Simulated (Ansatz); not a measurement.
C4H7Al, SMILES `CC1=[C]([AlH2])C1`, relaxed with RKS PBE-D4/def2-SVP in the Gaussian-basis code of Ansatz from a rough embedded geometry. The force threshold is 0.03 eV/Å; the program also tests the step.

Charge 0, multiplicity 1.

Start:

```xyz
12

C    -0.114   -1.044   -1.754
C    -0.384   -0.231   -0.591
C     0.018    0.372    0.641
Al    1.348    0.790    2.105
C    -1.284    0.576    0.134
H    -0.177   -0.519   -2.682
H    -0.775   -1.940   -1.752
H     0.967   -1.452   -1.637
H     2.849    0.113    1.925
H     1.020    1.699    3.282
H    -2.046    0.032    0.647
H    -1.422    1.604   -0.319
```

Problem. How much energy does the relaxation release, and in how many steps? (An estimate is asked.)

Solution. Ansatz gave: 111.75 kJ/mol, in 6 steps.

Problem. Which bonds change most? (Best estimate.)

Solution. Ansatz gave: C3–C5 from 1.412 to 1.549 Å; C2–C3 from 1.429 to 1.330 Å; C3–Al4 from 2.022 to 1.925 Å; Al4–H10 from 1.523 to 1.599 Å.

Problem. Give the relaxed structure. (An estimate is asked.)

Solution. Ansatz gave: 
```xyz
12

C     0.013   -1.061   -1.649
C    -0.317   -0.193   -0.505
C     0.050    0.390    0.633
Al    1.395    0.702    1.975
C    -1.388    0.632    0.110
H    -0.124   -0.511   -2.605
H    -0.686   -1.924   -1.692
H     1.052   -1.443   -1.599
H     2.834    0.021    1.803
H     1.068    1.627    3.238
H    -2.245    0.141    0.617
H    -1.651    1.618   -0.328
```
